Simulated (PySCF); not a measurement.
## Diatomics of O with the fourth-period p block

PBE0 with double-zeta basis sets in PySCF, for the lowest determinant that a PBE0 search found; no spin–orbit coupling. De refers to high-spin ground-configuration atoms. A positive dipole means M(−)O(+).

| M | basis | state (unpaired electrons) | Re (Å) | ωe (cm⁻¹) | De (eV) | μ (D) |
| --- | --- | --- | --- | --- | --- | --- |
| Ga | cc-pVDZ-PP/cc-pVDZ | doublet (σ ↑) | 1.729 | 703 | 3.87 | -3.40 |
| Ge | x2c-SVPall | singlet (closed shell) | 1.620 | 1032 | 6.48 | -3.07 |
| As | cc-pVDZ-PP/cc-pVDZ | doublet (π ↑) | 1.633 | 1001 | 4.28 | -2.64 |
| Se | def2-SVP | triplet (π ↑↑) | 1.642 | 956 | 4.37 | -2.15 |

The shortest bond is that of GeO (1.620 Å), the longest that of GaO (1.729 Å). GeO is bound most strongly (6.48 eV) and GaO least (3.87 eV).

The rows differ in basis set, which adds steps of its own.

The state changes along the series, so neighbouring rows are not always alike in their bonding.

Spin–orbit coupling is left out. States were picked by a PBE0 search and need not be the measured ground states.
